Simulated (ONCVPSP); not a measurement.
**What one change does to a pseudopotential (iron (Fe), ONCV)**

* Element: Fe
* Generator: ONCVPSP 4.0.1
* Type: optimised norm-conserving Vanderbilt (ONCV)
* Functional: LDA (Perdew-Wang 92)
* Relativity: scalar-relativistic
* Frozen core: [Ne]
* Valence charge: 16
* Reference configuration: 3s2 3p6 3d6 4s2
* Partial waves: 3s+4s: rc 1.20 bohr, ncon 4, nbas 7, qcut 9.3 1/bohr, 3 projectors, debl 3.3 Ha; 3p: rc 1.15 bohr, ncon 4, nbas 7, qcut 13.9 1/bohr, 1 projector; 3d: rc 1.35 bohr, ncon 4, nbas 9, qcut 11.4 1/bohr, 1 projector
* Local potential: polynomial inside 0.90 bohr (lpopt 2, dvloc0 2 Ha)
* Core correction: Teter function, fcfact 4, rcfact 1.75

Change: s: rc 1.78.

Cutoffs: the cutoffs (Ha) at which the residual kinetic energy of the hardest occupied pseudo-wave falls to 1 and 0.1 mHa per electron; they do not see the model core or the augmentation charge, which bear on the density cutoff. Errors are all-electron minus pseudo energies relative to the spin-unpolarised reference configuration.

Q: What does the change do?

A: The potential gets neither clearly harder nor softer (52 Ha and 58 Ha → 52 Ha and 58 Ha); the d channel sets the loose cutoff, while the largest relative change is in s, which becomes softer; of the 4 tests that both files solve, the error grows in 1 and shrinks in 1 by more than 15 % and 0.3 meV (median size 6.3 → 5.9 meV); neither file shows a bound ghost.

```csv
quantity,base,changed
"cutoff, loose",52 Ha,52 Ha
"cutoff, tight",58 Ha,58 Ha
loose cutoff by channel,"s 34 Ha, p 33 Ha, d 52 Ha","s 12 Ha, p 33 Ha, d 52 Ha"
bound ghosts,none,none
GHOST(+) flags under 300 eV,none,none
"error for 3s2 3p6 3d6 4s1, meV [ΔE 8.97 eV]",+0.1,-0.3
"error for 3s2 3p6 3d6 4s0, meV [ΔE 25.46 eV]",+2.1,0.0
"error for 3s2 3p6 3d5 4s0, meV [ΔE 59.99 eV]",-10,-13
"error for 3s2 3p6 3d6 4s0 4p2, meV [ΔE 8.61 eV]",+13,+12
p: phases at 1.17 bohr within 0.05 rad from the reference energy up to (Ha; the scan ends near 5),4.2,4.2
d: phases at 1.37 bohr within 0.05 rad from the reference energy up to (Ha; the scan ends near 5),1.9,1.9
"rms error of d²Exc/dni dnj with the model core, mHa",2.11,2.40
```
